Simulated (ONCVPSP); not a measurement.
# F ONCV: all-electron and pseudo phase curves

```json
{
  "Element": "F (Z = 9)",
  "Generator": "ONCVPSP 4.0.1",
  "Type": "optimised norm-conserving Vanderbilt (ONCV)",
  "Functional": "LDA (Perdew-Wang 92)",
  "Relativity": "scalar-relativistic",
  "Frozen core": "[He]",
  "Valence charge": "7",
  "Reference configuration": "2s2 2p2 (charge +3)",
  "Partial waves": "2s: rc 0.50 bohr, ncon 3, nbas 8, qcut 10.3 1/bohr, 2 projectors, debl 0.8 Ha; 2p: rc 1.45 bohr, ncon 3, nbas 6, qcut 11.1 1/bohr, 1 projector; d scattering state at 0.45 Ha: rc 1.35 bohr, ncon 4, nbas 8, qcut 6.4 1/bohr, 2 projectors, debl 0.6 Ha",
  "Local potential": "polynomial inside 0.45 bohr (lpopt 5, dvloc0 0 Ha)",
  "Core correction": "Teter function, fcfact 5.75, rcfact 1.5"
}
```

In the s channel the program set the typed energies aside and used -3.336, 0.250 Ha.

The phase is arctan(r·R′/R) of the radial function R(r), unwrapped; energies in Ha, scanned from -5 to 5 Ha. A pole is an energy at which the radial function vanishes at the test radius. The pseudo phase is shifted by a multiple of π to meet the all-electron one at the reference energy, and phase errors are pseudo minus all-electron; the curves can meet again beyond the range given. Levels narrower than the energy grid can be missing from the lists of poles.

```tsv
channel	radius (bohr)	reference energy (Ha)	poles, all-electron	poles, pseudo	unbroken range about the reference energy with phases within 0.05 rad	phase error 1 Ha above the reference energy (rad)
s	0.51	-3.34	none	none	the whole range	-0.000
p	1.47	-2.68	-2.24	-2.24	below -0.7	+0.009
d	1.37	0.45	3.46	2.92, 3.79	below 2.9	-0.000
```

Note: ghosts flagged at negative energy: s at -619.8 eV; GHOST(+) flagged for d at 83.1 eV. A true bound ghost makes a file unfit for plane-wave use.

Phases in the d channel:

```tsv
E (Ha)	all-electron	pseudo
-4.96	1.234	1.232
-4.48	1.207	1.205
-4.00	1.173	1.171
-3.52	1.130	1.128
-3.04	1.073	1.071
-2.56	0.994	0.992
-2.08	0.879	0.877
-1.60	0.700	0.698
-1.12	0.408	0.406
-0.64	-0.035	-0.036
-0.16	-0.528	-0.528
0.32	-0.894	-0.894
0.80	-1.122	-1.122
1.28	-1.268	-1.268
1.76	-1.367	-1.367
2.24	-1.440	-1.441
2.72	-1.497	-1.510
3.20	-1.546	-4.633
3.68	-1.590	-4.703
4.16	-1.633	-4.743
4.64	-1.678	-4.779
```
